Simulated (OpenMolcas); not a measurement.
## Ionisation energies of samarium

```
Program             : OpenMolcas
Basis               : ANO-RCC-VQZP [9s8p6d4f3g2h]
Scalar Hamiltonian  : DKH2, point nucleus
Spin-orbit coupling : state interaction with AMFI integrals over the reference wave functions, term energies averaged over their components
```

Active shells in each charge state: the valence f, s shells, with orbitals averaged over the low states. Where CASPT2's correlated closed shells are named, they are those of the first ion.

A. CASSCF
B. SS-CASPT2, IPEA 0.25 Eh, imaginary shift 0.1 Eh (closed shells correlated: 5s 5p)
C. SS-CASPT2, IPEA 0 Eh, imaginary shift 0.1 Eh (closed shells correlated: 5s 5p)
D. SS-CASPT2, IPEA 0.25 Eh, imaginary shift 0.1 Eh (closed shells correlated: 4d 5s 5p)

Energies in eV between the lowest computed levels, named as in B; reference values from the NIST Atomic Spectra Database with their kind.

| From | To | A | B | C | D | Spin-orbit share in B | Reference |
| --- | --- | --- | --- | --- | --- | --- | --- |
| Sm 4f6 6s2 7F0 | Sm+ 4f6 6s 8F 1/2 | 4.577 | 5.357 | 5.354 | 5.245 | +0.019 | 5.644 (measured) |
| Sm+ 4f6 6s 8F 1/2 | Sm2+ 4f6 7F0 | 10.313 | 11.151 | 11.257 | 11.221 | -0.017 | 11.078 (semi-empirical) |

Error against the reference values, in %:

```csv
From,Reference,A,B,C,D
Sm,measured,-18.9,-5.1,-5.1,-7.1
Sm+,semi-empirical,-6.9,+0.7,+1.6,+1.3
```

Absolute error against the one measured value: A 1.07 eV, B 0.29 eV, C 0.29 eV, D 0.40 eV.

The lowest level within the active space need not be the ion's true ground level.
